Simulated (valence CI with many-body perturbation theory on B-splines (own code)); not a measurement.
**Sn28+: M1 decay**

Level of theory: valence CI with perturbative core correlation (CI+MBPT): four valence electrons over a frozen Dirac-Fock core [Ar], a basis of 9 s, 9 p, 10 d, 8 f, 5 g, 3 h, 1 i functions for each j, with the one-electron correlation potential Σ1, the two-electron term Σ2, the three-electron term Σ3, Breit, model QED; selected CI, second order for the rest (own B-spline code, finite nucleus).

The last digits are not significant, and no measured levels were compared; by estimate large intervals hold to a few tenths of a per cent, small ones and those within an open d or f shell to about a per cent. Core correlation moves these levels by up to 8500 cm⁻¹, and in measured spectra 5 to 20 % of such shifts remained as error; rates that hang on mixing are uncertain with them. Only levels of the ground parity were solved; by the run's estimate the other parity begins above the list, which can be wrong where configurations are misplaced.

Lines 51 to 100 of 120 in falling wavelength, among levels below 636300 cm⁻¹, chosen from the decays that carry over 1 % of a level's rate. Wavelengths and rates use the calculated energies. Weak lines are less certain than strong ones. Lines between different terms over intervals too small for the method are left out, as are lines whose strength nearly cancels. Branching is blank where the lifetime is uncertain.

Levels are named by their leading jj configuration (3d3/2^4 stands for four electrons in 3d with j = 3/2), which in mixed levels can hold well under half, so a name can repeat and another be missing. Letters in brackets count levels of one name in rising energy.

```csv
λ vac (Å),Upper,Lower,Type,A (s⁻¹),Branch %
1029,(3d3/2^2 3d5/2^2) J=3 [b],(3d3/2^2 3d5/2^2) J=2 [a],M1,3.60e+03,40.0
1020,(3d3/2^2 3d5/2^2) J=0 [a],(3d3/2^3 3d5/2) J=1,M1,3.09e+04,100.0
1019,(3d3/2^2 3d5/2^2) J=2 [e],(3d3/2^2 3d5/2^2) J=2 [c],M1,4.12e+03,21.4
995.6,(3d3/2^2 3d5/2^2) J=2 [b],(3d3/2^2 3d5/2^2) J=2 [a],M1,5.03e+03,34.9
987.4,(3d3/2 3d5/2^3) J=6,(3d3/2^2 3d5/2^2) J=5,M1,5.77e+03,54.4
956.3,(3d5/2^4) J=4,(3d3/2 3d5/2^3) J=5,M1,3.35e+03,7.5
946.7,(3d3/2 3d5/2^3) J=3 [b],(3d3/2^2 3d5/2^2) J=3 [c],M1,5.07e+03,
923.6,(3d3/2 3d5/2^3) J=1 [a],(3d3/2^2 3d5/2^2) J=2 [b],M1,7.64e+03,22.3
891.6,(3d3/2 3d5/2^3) J=3 [b],(3d3/2^2 3d5/2^2) J=2 [c],M1,3.16e+03,
882.8,(3d5/2^4) J=2,(3d3/2 3d5/2^3) J=1 [a],M1,4.67e+03,16.2
877.8,(3d3/2^2 3d5/2^2) J=1,(3d3/2^2 3d5/2^2) J=2 [a],M1,1.67e+04,89.4
855.0,(3d3/2^2 3d5/2^2) J=2 [f],(3d3/2^2 3d5/2^2) J=3 [c],M1,9.27e+02,5.4
845.4,(3d3/2 3d5/2^3) J=3 [b],(3d3/2^2 3d5/2^2) J=4 [b],M1,2.53e+03,
831.3,(3d3/2^2 3d5/2^2) J=4 [b],(3d3/2^2 3d5/2^2) J=3 [a],M1,3.42e+02,15.5
826.1,(3d5/2^4) J=4,(3d3/2 3d5/2^3) J=3 [a],M1,1.01e+04,22.7
809.9,(3d3/2^2 3d5/2^2) J=2 [f],(3d3/2^2 3d5/2^2) J=2 [c],M1,2.08e+02,1.2
796.2,(3d3/2 3d5/2^3) J=5,(3d3/2^2 3d5/2^2) J=4 [a],M1,9.46e+02,9.0
796.0,(3d3/2 3d5/2^3) J=0,(3d3/2^2 3d5/2^2) J=1,M1,2.40e+04,94.8
791.0,(3d3/2^2 3d5/2^2) J=2 [c],(3d3/2^2 3d5/2^2) J=3 [a],M1,3.74e+02,12.3
789.3,(3d3/2^2 3d5/2^2) J=4 [c],(3d3/2^2 3d5/2^2) J=5,M1,8.78e+02,
784.7,(3d3/2 3d5/2^3) J=3 [c],(3d3/2^2 3d5/2^2) J=2 [d],M1,2.40e+03,
776.5,(3d3/2^2 3d5/2^2) J=3 [c],(3d3/2^3 3d5/2) J=4,M1,7.11e+03,88.6
765.5,(3d3/2^2 3d5/2^2) J=2 [e],(3d3/2^2 3d5/2^2) J=1,M1,2.42e+03,12.6
759.6,(3d5/2^4) J=2,(3d3/2^2 3d5/2^2) J=2 [d],M1,4.75e+03,16.5
755.9,(3d3/2^2 3d5/2^2) J=2 [b],(3d3/2^3 3d5/2) J=1,M1,9.38e+03,65.1
752.2,(3d3/2^2 3d5/2^2) J=3 [c],(3d3/2^2 3d5/2^2) J=3 [a],M1,2.73e+02,3.4
750.0,(3d3/2 3d5/2^3) J=3 [c],(3d3/2 3d5/2^3) J=3 [a],M1,3.60e+02,
727.1,(3d5/2^4) J=2,(3d3/2 3d5/2^3) J=3 [a],M1,6.91e+03,24.0
721.5,(3d3/2 3d5/2^3) J=4 [a],(3d3/2^3 3d5/2) J=4,M1,1.31e+03,6.5
720.7,(3d3/2^2 3d5/2^2) J=4 [c],(3d3/2^2 3d5/2^2) J=3 [b],M1,2.60e+03,
701.8,(3d3/2 3d5/2^3) J=1 [a],(3d3/2^2 3d5/2^2) J=0 [a],M1,1.29e+04,37.5
700.5,(3d5/2^4) J=4,(3d3/2 3d5/2^3) J=4 [a],M1,2.09e+04,46.9
700.4,(3d3/2 3d5/2^3) J=4 [a],(3d3/2^2 3d5/2^2) J=3 [a],M1,3.94e+03,19.5
693.8,(3d3/2^2 3d5/2^2) J=2 [e],(3d3/2^2 3d5/2^2) J=2 [b],M1,4.94e+02,2.6
683.1,(3d3/2^2 3d5/2^2) J=2 [c],(3d3/2^2 3d5/2^2) J=2 [a],M1,1.67e+02,5.5
678.6,(3d3/2^2 3d5/2^2) J=2 [e],(3d3/2^2 3d5/2^2) J=3 [b],M1,3.37e+03,17.5
653.9,(3d3/2^2 3d5/2^2) J=3 [c],(3d3/2^2 3d5/2^2) J=2 [a],M1,4.47e+02,5.6
645.0,(3d3/2 3d5/2^3) J=3 [c],(3d3/2 3d5/2^3) J=4 [a],M1,1.97e+03,
641.2,(3d3/2^2 3d5/2^2) J=2 [f],(3d3/2^2 3d5/2^2) J=1,M1,3.83e+03,22.4
632.5,(3d3/2 3d5/2^3) J=3 [b],(3d3/2^2 3d5/2^2) J=2 [b],M1,2.00e+02,
622.6,(3d3/2^2 3d5/2^2) J=4 [c],(3d3/2^2 3d5/2^2) J=4 [a],M1,2.69e+03,
619.8,(3d3/2 3d5/2^3) J=3 [b],(3d3/2^2 3d5/2^2) J=3 [b],M1,2.53e+03,
607.9,(3d3/2 3d5/2^3) J=3 [a],(3d3/2^2 3d5/2^2) J=3 [a],M1,3.30e+03,13.1
605.2,(3d5/2^4) J=4,(3d3/2^2 3d5/2^2) J=4 [b],M1,2.21e+03,5.0
591.5,(3d5/2^4) J=2,(3d3/2^2 3d5/2^2) J=3 [c],M1,4.66e+03,16.2
590.2,(3d3/2^2 3d5/2^2) J=2 [f],(3d3/2^2 3d5/2^2) J=2 [b],M1,2.04e+02,1.2
586.9,(3d3/2^2 3d5/2^2) J=2 [d],(3d3/2^2 3d5/2^2) J=3 [a],M1,1.98e+04,79.1
579.1,(3d3/2^2 3d5/2^2) J=2 [f],(3d3/2^2 3d5/2^2) J=3 [b],M1,5.27e+03,30.8
565.6,(3d3/2 3d5/2^3) J=5,(3d3/2^3 3d5/2) J=4,M1,4.53e+02,4.3
563.3,(3d3/2 3d5/2^3) J=3 [c],(3d3/2^2 3d5/2^2) J=4 [b],M1,3.22e+02,
```
